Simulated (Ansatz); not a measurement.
C$_{2}$H$_{7}$FOSi, SMILES `CO[SiH](C)F`. The species carries charge 0 and has multiplicity 1.

Z-matrix (Å, degrees):
```
C
O 1 1.410
H 1 1.094 2 110.9
H 1 1.091 2 108.3 3 119.3
H 1 1.096 2 111.6 3 -121.3
Si 2 1.628 1 124.7 3 78.1
F 6 1.602 2 109.7 1 -65.8
C 6 1.843 2 108.2 1 175.0
H 6 1.486 2 109.8 1 49.4
H 8 1.092 6 110.5 2 57.7
H 8 1.092 6 110.7 2 177.7
H 8 1.092 6 110.5 2 -62.2
```

(1) Give the diagnostics of a CCSD(T)/def2-TZVPP run (frozen core, Ansatz). (An estimate is asked.)

Answers

(1) The calculation gave: T1 = 0.0109, largest single amplitude 0.014, largest double 0.013, (T) share of the correlation energy 3.3 %, 9 CCSD cycles. The RHF solution is stable towards an unrestricted one. T1 lies under the customary mark of 0.02 for closed shells.
